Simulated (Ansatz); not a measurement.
Reactions of C$_{3}$H$_{4}$FNO (`N#CC(F)CO`).

Program: Ansatz. Geometries: PBE0-D4/def2-TZVP. ΔE: electronic, gas phase. CBS: MP2 limit from def2 TZ/QZ plus the TZ coupled-cluster correction, frozen cores. This one scheme is used for every species. For As outer-core shells are correlated without core-valence functions, which leaves a few kJ/mol of doubt a bond. Scalar relativity is left out up to krypton. One conformer a species, not always the lowest.

(1) Order these by ΔE at CCSD(T)/CBS, lowest first. (Estimate.)
A. `N#CC(F)CO` + `[AsH3]` → `OC[AsH2]` + `N#CCF`
B. `N#CC(F)CO` + `C#CS` → `C#CSCO` + `N#CCF`
C. `N#CC(F)CO` + H–F → `N#CC(F)F` + CH₃OH
D. `N#CC(F)CO` + SiH₄ → `OCC(F)[SiH3]` + `C#N`
E. `N#CC(F)CO` → `N/C=C1\OC1F`
F. `N#CC(F)CO` + H₂ → `N#CCCO` + H–F

Largest T1 diagnostic: 0.014, for `C#N`.

## Answers

(1) F (-117.9 kJ/mol), D (-5.2 kJ/mol), B (+14.0 kJ/mol), A (+26.9 kJ/mol), C (+64.5 kJ/mol), E (+143.8 kJ/mol).
